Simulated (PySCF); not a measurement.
ClGe2H5.
InChI=1S/ClGe2H5/c1-3-2/h3H2,2H3

The calculation used PySCF, TDDFT wB97X-D/def2-SVPD, vertical, gas phase, core orbitals frozen in the response. Isolated species at its PBE0-D3(BJ)/def2-SVP geometry, gas phase. The wB97X-D/def2-SVPD calculation is non-relativistic and has no spin–orbit coupling, an omission that weighs most on germanium.

Each state is given a Gaussian of 0.25 eV full width at half maximum, with ε(max) = 2.175×10⁸ f / Δν̃ (Δν̃ the width in cm⁻¹). The cross-section is σ = 3.8235×10⁻²¹ ε cm², given in Mb (10⁻¹⁸ cm²). The width is an assumption, not a result. The curve ends short of the highest state used, and states not computed would add to its high-energy end.

| λ (nm) | σ (Mb) |
| --- | --- |
| 157.7 | 16.75 |
| 159.3 | 23.63 |
| 160.8 | 39.78 |
| 162.4 | 69.19 |
| 163.9 | 88.19 |
| 165.4 | 87.15 |
| 167.0 | 86.61 |
| 168.5 | 100.36 |
| 170.1 | 105.53 |
| 171.6 | 82.51 |
| 173.2 | 44.20 |
| 174.7 | 17.65 |
| 176.3 | 4.93 |
| 177.8 | 1.80 |
| 179.4 | 2.14 |
| 180.9 | 3.42 |
| 182.5 | 4.37 |
| 184.0 | 4.14 |
| 185.6 | 2.92 |
| 187.1 | 1.63 |
| 188.7 | 0.73 |
| 190.2 | 0.52 |
| 191.8 | 1.10 |
| 193.3 | 2.70 |
| 194.9 | 5.74 |
| 196.4 | 9.27 |
| 198.0 | 12.25 |
| 199.5 | 12.90 |
| 201.1 | 11.03 |
| 202.6 | 7.87 |
| 204.2 | 4.52 |
| 205.7 | 2.26 |
| 207.3 | 0.91 |
| 208.8 | 0.33 |
| 210.4 | 0.09 |
| 211.9 | 0.03 |

Q: Where are the band maxima, and which computed states make them?

A: 199 nm (6.23 eV), ε about 3400, made up of S1 (100%); 183 nm (6.78 eV), ε about 1200, made up of S2 (100%); 170 nm (7.31 eV), ε about 28000, made up of S3 (95%); 164 nm (7.54 eV), ε about 23000, made up of S4 (42%) and S5 (49%) (ε in L mol⁻¹ cm⁻¹; maxima over ε = 5, shares over 10%). The states used: S1 6.23 eV (f 0.031); S2 6.78 eV (f 0.011); S3 7.30 eV (f 0.249); S4 7.55 eV (f 0.091); S5 7.56 eV (f 0.110); S6 7.80 eV (f 0.029); S7 7.93 eV (f 0.015); S8 8.28 eV (f 0.0011); S9 8.31 eV (f 0.015); S10 8.46 eV (f 0.0005).

Q: On this curve, what absorbance would a 10⁻⁴ mol/L sample give at 193 nm over a 1 cm path?

A: 193 nm is 6.424 eV, where ε is about 600 L mol⁻¹ cm⁻¹, so A = ε c l ≈ 0.06 (Beer–Lambert, with the gas-phase spectrum and the assumed width).

Q: Coming from long wavelengths, where does ε first pass 100 L mol⁻¹ cm⁻¹?

A: At about 209 nm (5.94 eV), 0.28 eV below S1.

Q: What would ε be at 7.31 eV, the highest of these maxima, with half the width (0.125 eV)?

A: About 51900 L mol⁻¹ cm⁻¹ against 28000, a factor of about 1.9; a lone state at its own centre would give exactly 2.

The vertical ionisation energy (ΔSCF) is 10.21 eV, 1.75 eV above S10.

Time: 49 s wall. Hardware: one thread, Arm Neoverse V1 (shared host).
